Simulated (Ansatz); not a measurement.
Stepwise reaction of `[F][Al]([Cl])[Cl]` with hydrogen fluoride, as a gas-phase model of exchange steps in deposition or etching. ΔE in kJ/mol.

Calculated with Ansatz (gas phase, PBE0-D4/def2-TZVP geometries, no zero-point term in ΔE). CCSD(T)/CBS is the MP2 limit (def2-TZVPP, def2-QZVPP) plus CCSD(T) − MP2 in def2-TZVPP, frozen cores. This one scheme is used for every species. DFT in def2-TZVPP. B3LYP here is the variant with VWN-RPA as its local correlation; programs differ in this.

```json
{"step": "2", "reaction": "`[F][Al]([F])[Cl]` + H–F → `[F][Al]([F])[F]` + HCl", "PBE-D4": "-16.0", "B3LYP-D4": "-21.8", "ωB97M-V": "-19.2", "CCSD(T)/CBS": "-19.2"}
```

Give the row of step 1, `[F][Al]([Cl])[Cl]` + H–F → `[F][Al]([F])[Cl]` + HCl. (Estimate.)

Computed: 
```csv
step,reaction,PBE-D4,B3LYP-D4,ωB97M-V,CCSD(T)/CBS
1,`[F][Al]([Cl])[Cl]` + H–F → `[F][Al]([F])[Cl]` + HCl,-17.0,-23.0,-20.3,-19.3
```

By hand: ΔE of the 2 steps together at CCSD(T)/CBS.

(-19.3) + (-19.2) = -38.5 kJ/mol, or -19.2 kJ/mol a step.

In ΔE the steps differ by no more than 0.1 kJ/mol. All are downhill at CCSD(T)/CBS. PBE-D4 differs from CCSD(T)/CBS by 2.3 to 3.2 kJ/mol a step. Isolated molecules leave out the surface, adducts and barriers. Largest T1 diagnostic: 0.013.
